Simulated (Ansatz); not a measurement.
Ideal-gas functions of C₂H₄BrFO, SMILES `CC(O)(F)Br` at 400 K and 1 bar, from an Ansatz frequency run at PBE0-D4/def2-TZVP.

Molar mass 142.96 g/mol, point group C1 (symmetry number 1), electronic degeneracy 1, moments of inertia 96.814, 244.784, 249.478 u Å². Harmonic wavenumbers (cm⁻¹, unscaled): 239, 257, 302, 306, 410, 425, 526, 644, 882, 994, 1072, 1135, 1261, 1373, 1439, 1471, 1472, 3077, 3165, 3191, 3820.

Use S(trans) = R[1.5 ln M + 2.5 ln T − 1.1517]; rotational temperatures θ = 24.2544 K / I; S(rot) = R[ln(√π/σ · √(T³/θAθBθC)) + 1.5]; for each mode x = 1.438777 ν̃/T, S = R[x/(eˣ − 1) − ln(1 − e⁻ˣ)] and H = RT x/(eˣ − 1); 1 cm⁻¹ = 0.0119627 kJ/mol; R = 8.31446 J/(mol·K).

Task: By hand: the entropy, in J/(mol·K).

Result: Translation 176.9. Rotation: θ = 0.2505, 0.0991, 0.0972 K, giving 117.0. Vibration, mode by mode: 9.82, 9.26, 8.02, 7.92, 5.80, 5.55, 4.15, 2.97, 1.51, 1.09, 0.87, 0.72, 0.50, 0.36, 0.29, 0.26, 0.26, 0.00, 0.00, 0.00, 0.00, in all 59.4. Electronic 0.0. Sum 353.3 J/(mol·K).

Task: By hand: H − E and G − E in kJ/mol, counted from the electronic energy.

Result: Zero-point energy ½ × 27461 × 0.0119627 = 164.3; thermal vibration 14.5; translation, rotation and pV give 4 RT = 13.3. H − E = 192.1 kJ/mol, and G − E = 192.1 − 400 × 353.3/1000 = 50.8 kJ/mol.

Vibration gives 17 % of the entropy. The sum counts one conformer and one mirror image; others add a mixing term.
